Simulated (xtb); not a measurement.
xtb input:

```bash
xtb mol.xyz --gfn 1 --opt tight --chrg 0 --uhf 0
```
mol.xyz:
```
10

Cl     2.29853036    -0.59768428     1.99374293
Si     1.43813877     0.47986750     0.47448894
Cl     2.85388231     0.68917260    -0.99574896
N      0.05221297    -0.32038864    -0.12669080
Si    -1.55747912     0.25242739    -0.18491867
Cl    -2.80713377    -0.97603050     0.88231717
Cl    -2.24786311     0.28678050    -2.11668315
H      1.04440820     1.80079075     0.96944916
H      0.20411278    -1.25247458    -0.49526415
H     -1.59931536     1.60422435     0.37699087
```

Task: What final total energy does it print?

Result: -25.89785 Eh (GFN1-xTB).
